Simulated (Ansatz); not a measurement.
AlClH2 (SMILES [AlH2][Cl]) moved off its minimum; all values from Ansatz (an electronic-structure program), cores frozen in correlated methods.
(charge 0, multiplicity 1)
```xyz
4

Al     0.0441    -0.4473    -0.8833
H     -1.3185    -0.3794    -1.7390
H      1.4899    -0.6834    -1.5830
Cl     0.0658     0.2189     0.9599
```

Forces at B3LYP/def2-TZVPP (eV/Å):

| atom | Fx | Fy | Fz |
|---|---|---|---|
| Al1 | 0.276 | -0.559 | -3.584 |
| H2 | 0.367 | -0.219 | 0.328 |
| H3 | -0.593 | -0.129 | 0.270 |
| Cl4 | -0.050 | 0.906 | 2.986 |

Q: Give the forces (eV/Å), the total energy and the dipole at CCSD(T)/aug-cc-pV(T+d)Z.

A: 
```csv
atom,Fx,Fy,Fz
Al1,0.275,-0.585,-3.677
H2,0.342,-0.223,0.311
H3,-0.568,-0.138,0.257
Cl4,-0.048,0.946,3.110
```
Energy -702.9852 hartree, dipole 0.76 D.
